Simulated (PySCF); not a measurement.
Molecule: MeSi(SMe)3, C$_{4}$H$_{12}$S$_{3}$Si.

Cartesian coordinates in Å; atom numbers follow the order of the lines, from 1:
```xyz
20

C    -2.5464   -1.5466    0.4617
S    -1.8125   -0.9805   -1.1077
Si    0.0903   -0.2995   -0.4202
C     0.9610    0.4407   -1.8979
S    -0.1370    1.1176    1.1807
C    -0.9395    2.4770    0.2692
S     1.1127   -1.9732    0.4301
C     2.5888   -1.1752    1.1468
H    -3.6215   -1.6776    0.2822
H    -2.1063   -2.5027    0.7742
H    -2.3909   -0.7927    1.2464
H     1.0611   -0.3173   -2.6892
H     1.9654    0.7864   -1.6102
H     0.4004    1.2979   -2.3007
H    -1.7522    2.0882   -0.3619
H    -1.3647    3.1587    1.0175
H    -0.2167    3.0298   -0.3468
H     3.2575   -0.7943    0.3624
H     2.3124   -0.3590    1.8275
H     3.1177   -1.9526    1.7143
```

Geometry PBE0-D3(BJ)/def2-SVP throughout; GIAO in PySCF, gas phase, one conformer, non-relativistic; equivalent atoms averaged; functional PBE0.

For orientation, 6-31G* gives these absolute shieldings σ: C1/C6/C8 181.8, C4 192.3, S2/S5/S7 702.1, Si3 339.1, H9/H10/H11/H15/H16/H17/H18/H19/H20 30.11, H12/H13/H14 31.65 ppm.

A run gave: C1/C6/C8 181.3, C4 191.9, S2/S5/S7 724.6, Si3 352.5, H9/H10/H11/H15/H16/H17/H18/H19/H20 29.54, H12/H13/H14 30.88 ppm (absolute shieldings σ).

**Question.** Which basis set was used in that run?
A. 6-311+G(2d,p)
B. def2-SVP
C. STO-3G
D. aug-cc-pVDZ

**Answer.** B. S2/S5/S7 tells them apart best: def2-SVP gives 724.6, aug-cc-pVDZ gives 702.9, 6-311+G(2d,p) gives 654.5, STO-3G gives 856.7 ppm.
